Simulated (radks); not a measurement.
Values are calculated unless marked as measured or tabulated.
Task: The iridium ion Ir+, 76 electrons, occupied as [Xe] 4f14 5d7.5 6s0.5 (fractional occupations, a model configuration). Level of theory: Dirac Kohn-Sham, PBE, spin-unpolarised, spherical densities, point nucleus; open shells fill j = l - 1/2 first (a radial shooting solver on a logarithmic mesh with Libxc functionals). Some entries of the table are withheld. Estimate them.

orbital  occ.  eigenvalue (eV)  <r> (bohr)  <r^2> (bohr^2)
1s1/2       2        -76027.74     0.01743             (1)
2s1/2       2        -13294.75     0.07295        0.006358
2p1/2       2        -12733.90     0.06017        0.004517
2p3/2       4        -11106.08     0.06848        0.005710
3s1/2       2        -3114.206      0.1899         0.04137
3p1/2       2        -2863.327      0.1801         0.03783
3p3/2       4        -2506.898      0.1954         0.04431
3d3/2       4        -2088.766      0.1705         0.03413
3d5/2       6        -2011.758      0.1752         0.03590
4s1/2       2        -669.4366      0.4232          0.2023
4p1/2       2        -563.6357      0.4267          0.2074
4p3/2       4        -479.3401      0.4604          0.2411
4d3/2       4        -306.1219      0.4719          0.2578
4d5/2       6        -290.4774      0.4832          0.2701
5s1/2       2        -104.3450      0.9802           1.079
5p1/2       2         -71.2360       1.068             (2)
4f5/2       6         -70.2311      0.5317          0.3465
4f7/2       8         -67.1130      0.5394          0.3569
5p3/2       4         -57.7483       1.168             (3)
5d3/2       4         -14.8999       1.662           3.288
5d5/2     3.5         -13.6803       1.732           3.580
6s1/2     0.5         -12.9979       2.747           8.545

Result: 
(1) 1s1/2 <r^2> (bohr^2): 0.0004193
(2) 5p1/2 <r^2> (bohr^2): 1.290
(3) 5p3/2 <r^2> (bohr^2): 1.547
